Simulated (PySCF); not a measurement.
C₇H₄N₆, SMILES C12=NC=NC3=NC=CC(N31)=NC=N2. Geometry: B3LYP-D3(BJ)/def2-SVP.

All values below come from PySCF with B3LYP-D3(BJ)/def2-SVP.

Harmonic wavenumbers (cm⁻¹): 118, 134, 222, 246, 443, 481, 489, 499, 499, 519, 532, 598, 681, 739, 768, 826, 844, 876, 877, 881, 1014, 1015, 1025, 1070, 1082, 1109, 1136, 1167, 1221, 1284, 1306, 1327, 1352, 1430, 1439, 1534, 1550, 1613, 1620, 1690, 1692, 3159, 3159, 3163, 3246. Rotational constants (GHz): 1.217, 1.185, 0.6005; symmetry number 1.

Task: Work out the zero-point energy and the ideal-gas rigid-rotor harmonic-oscillator thermochemistry at 298.15 K and 1 atm.

Result: ZPE = ½ Σ hcν = ½ × 51675 cm⁻¹ = 73.87 kcal/mol. H − E(el) = 79.44 kcal/mol. Entropy in cal/(mol K): translation 41.34, rotation 30.30, vibration 17.33, total 88.96. G − E(el) = 52.91 kcal/mol. Cp = 34.03 cal/(mol K). Modes under 150 cm⁻¹ make the vibrational entropy uncertain.
